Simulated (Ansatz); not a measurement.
The cluster Li4, relaxed as a quintet with UKS PBE/def2-TZVP in Ansatz, starting from the PBE/def2-TZVP geometry of the neutral singlet. Force threshold 0.02 eV/Å.

At PBE/def2-TZVP a singlet of charge 0 lies 1.43 eV below the quintet, each at its own geometry. The structure comes from a short search, and lower isomers may exist.

Start:

Cartesian coordinates in Å:
```
Li 1.997 0.756 -1.747
Li -1.992 -0.765 1.750
Li 0.569 0.715 0.959
Li -0.574 -0.706 -0.961
```

Question: Estimate the energy that the relaxation releases and the steps that it takes.

Answer: 55.6 kJ/mol, in 13 steps; 8 s on 4 threads of Arm Neoverse V1 on a shared host. The force fell under the threshold at step 4, but the optimiser went on and released 0.461 eV more. No frequencies were taken in this run, so the end may be a saddle point.

Question: Does the start keep its bonding and symmetry?

Answer: Bonds formed: Li1–Li2 (atoms count from 1). Point group D2h at the start, D2d at the end, both within 0.05 Å.

Question: Predict the relaxed structure.

Answer: 
```xyz
4

Li    1.6860   -0.4282   -0.6862
Li   -0.5338   -1.2743    1.2602
Li    0.0838    1.6719    0.8224
Li   -1.2361    0.0307   -1.3964
```
Bond lengths (bridged metal pairs left out): 6 × Li–Li 3.04 to 3.07 Å.
